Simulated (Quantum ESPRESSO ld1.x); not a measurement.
Values are calculated unless marked as measured or tabulated.
The rhodium ion Rh4+, 41 electrons, occupied as [Kr] 4d4 5p1 (not the ground configuration).

Code: ld1.x of Quantum ESPRESSO 7.5. Model: Dirac Kohn-Sham, PBE, spin-unpolarised, spherical densities, point nucleus; open shells fill j = l - 1/2 first.

Energy parts (eV):
total: -130079
kinetic: 135631
electron-nucleus: -312478
Hartree: 50487
exchange-correlation: -3720

Orbitals (lengths in bohr, moments of r in powers of bohr; r(90%) holds 90 % of the orbital's charge):
orbital  occ.  eigenvalue (eV)  r(90%)
1s1/2       2         -23087.8  0.0585
2s1/2       2         -3399.80   0.219
2p1/2       2         -3152.24   0.197
2p3/2       4         -3007.64   0.204
3s1/2       2         -658.034   0.576
3p1/2       2         -561.205   0.578
3p3/2       4         -536.297   0.593
3d3/2       4         -365.031   0.585
3d5/2       6         -360.114   0.589
4s1/2       2         -141.218    1.39
4p1/2       2         -111.048    1.50
4p3/2       4         -106.844    1.54
4d3/2       4         -60.0341    1.93
4d5/2       0         -59.4624    1.94
4f5/2       0         -20.7880    4.08
4f7/2       0         -20.7773    4.08
5s1/2       0         -43.2222    3.20
5p1/2       1         -35.2603    3.59
5p3/2       0         -34.5188    3.66

The highest occupied level is 5p1/2 at -35.260 eV. The configuration is held as typed, so some empty levels lie below it. Summed over all electrons, <r^2> = 27.24 bohr^2, which gives a Langevin (diamagnetic) susceptibility term of -21.6 x 10^-6 cm^3/mol. The density falls to 0.001 e/bohr^3 at r = 3.65 bohr.
